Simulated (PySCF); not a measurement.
Bonds (- single, = double, # triple, : aromatic): C1=C2, C2-C3, C3-C4, C4-Si5, C4-C6, C6-P7, P7-C8, P7-C3. C1 carries H9, H10; C2 carries H11; C3 carries H12; C4 carries H13; Si5 carries H14, H15, H16; C6 carries H17, H18; P7 carries H19; C8 carries H20, H21, H22. Formal charges: P7 +1. Stereochemistry as in C=C[C@@H]1[C@H]([SiH3])C[P@H+]1C.

Total charge +1. H17 is cis to C2 on the ring; H10 is cis to C3; H18 is trans to C2 on the ring; H9 is trans to C3.

Geometry: PBE0-D3(BJ)/def2-SVP; GIAO shifts from PySCF 2.14.0 with density-fitted response routines, gas phase, non-relativistic, averaged over equivalent atoms.

At PBE0/pcSseg-1 (220 basis functions, 42 s wall time on 1 thread of an Arm Neoverse V2, shared host):
```
      atoms  δ (ppm)
         C1    140.5
         C2    132.4
         C3     48.2
         C4     24.9
         C6     21.7
         C8      7.6
        Si5    -64.0
         P7      6.6
        H19     6.46
         H9     6.23
        H10     6.15
        H11     6.00
H14/H15/H16     4.31
        H12     3.83
        H13     2.94
        H18     2.93
        H17     2.39
H20/H21/H22     2.13
```

References, each an isolated molecule treated in the same way: 13C (σ = 184.41 ppm) and 29Si (σ = 351.99 ppm) and 1H (σ = 31.27 ppm) vs TMS; 31P (σ = 310.13 ppm) vs H3PO4.

Estimate the result of repeating the calculation with mPW1PW91/pcSseg-1.

Results:


```tsv
atoms	δ at mPW1PW91/pcSseg-1	change
C1	140.4	-0.1
C2	132.2	-0.2
C3	48.1	-0.1
C4	25.1	+0.2
C6	21.8	+0.1
C8	7.7	+0.1
Si5	-63.0	+1.0
P7	8.2	+1.6
H19	6.43	-0.03
H9	6.22	-0.01
H10	6.14	-0.01
H11	5.97	-0.03
H14/H15/H16	4.28	-0.03
H12	3.82	-0.01
H13	2.92	-0.02
H18	2.92	-0.01
H17	2.40	+0.01
H20/H21/H22	2.13	+0.00
```

Scale: TMS for 13C (σref 183.54) and 29Si (σref 350.83) and 1H (σref 31.32); H3PO4 for 31P (σref 308.48) (reference shieldings calculated alike).

The largest change is at P7 (phosphorus bonded to 3 C, H, in a 4-membered ring). Cost: 220 basis functions, 40 s wall time on 1 thread of an Arm Neoverse V2, shared host. The order of the carbon signals is the same at both levels.

Experimental scales use liquid or dissolved standards, which lie at an offset from isolated H3PO4.
